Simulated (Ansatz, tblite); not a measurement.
Removing and adding an electron: Au₄ (the lowest singlet isomer of a short search). The state is a singlet with charge 0. Geometry: PBE-D4/def2-SVP. Ansatz, gas phase; energy differences of separate SCF runs; the oxidised species was run as a doublet alone; the reduced species was run as a doublet alone.

```xyz
4

Au    1.226   -0.072    0.511
Au   -0.887    0.359    2.177
Au   -1.226    0.071   -0.511
Au    0.887   -0.358   -2.177
```

In the def2 sets Au takes a core potential; there is no spin–orbit coupling. The xTB rows come from tblite. The structure comes from a short search, and lower isomers may exist.

```
               level  −HOMO (eV)  vertical IE (eV)  −LUMO (eV)  vertical EA (eV)  HOMO–LUMO gap (eV)  IE − EA (eV)
            GFN1-xTB       11.10             13.97       10.37              7.22                0.73          6.75
            GFN2-xTB        8.09             10.89        6.82              4.00                1.27          6.89
    PBE-D4/def2-TZVP        5.64              7.96        4.67                 –                0.97             –
   PBE-D4/def2-TZVPD        5.60                 –        4.63              2.49                0.98             –
 r2SCAN-D4/def2-TZVP        5.67              7.86        4.54                 –                1.12             –
r2SCAN-D4/def2-TZVPD        5.63                 –        4.49              2.50                1.14             –
   PBE0-D4/def2-TZVP        6.06              7.69        3.83                 –                2.23             –
  PBE0-D4/def2-TZVPD        6.03                 –        3.77              2.31                2.26             –
```

Relaxing the oxidised species (PBE-D4/def2-SVP) changes its energy by -0.03 eV at PBE-D4/def2-TZVP, so the adiabatic ionisation energy to this nearest minimum is 7.93 eV. At PBE0-D4/def2-TZVP that geometry lies 0.00 eV above the vertical one, so it gives no adiabatic value.     Raw xTB energy differences between charge states are shifted by several eV; the methods need an empirical correction for them.
